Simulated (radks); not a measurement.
Values are calculated unless marked as measured or tabulated.
Mean orbital radii <r> (bohr) of neutral thulium, [Xe] 4f13 6s2, at several levels of relativity; Dirac values are averaged over j with weights 2j + 1. Spin-unpolarised spherical Kohn-Sham, PBE, point nucleus unless stated (finite: rms radius 5.2256 fm), a radial shooting solver on a logarithmic mesh with Libxc functionals. A level marked "c x" has the speed of light scaled by that factor and shares open shells by 2j + 1; other Dirac levels either fill j = l - 1/2 first or share by 2j + 1.

| shell | non-rel. | Dirac, low j first | Dirac, 2j+1 shares, finite nucleus | Dirac, c x 2 | change of magnitude, last against first (%) |
|---|---|---|---|---|---|
| 3s | 0.2383 | 0.2205 | 0.2205 | 0.2341 | -1.79 |
| 3p | 0.2282 | 0.2195 | 0.2195 | 0.2261 | -0.93 |
| 3d | 0.2011 | 0.1999 | 0.1999 | 0.2008 | -0.17 |
| 4s | 0.5362 | 0.4977 | 0.4978 | 0.5269 | -1.73 |
| 4p | 0.5469 | 0.5275 | 0.5274 | 0.5421 | -0.87 |
| 4d | 0.5740 | 0.5719 | 0.5719 | 0.5734 | -0.10 |
| 5s | 1.342 | 1.231 | 1.231 | 1.315 | -1.95 |
| 5p | 1.528 | 1.472 | 1.472 | 1.515 | -0.88 |
| 4f | 0.7651 | 0.8134 | 0.8128 | 0.7751 | +1.31 |
| 6s | 4.286 | 3.972 | 3.972 | 4.217 | -1.62 |
| 5d (empty) | 3.270 | - | - | 3.382 | +3.41 |
| 6p (empty) | 5.817 | - | - | 5.827 | +0.17 |
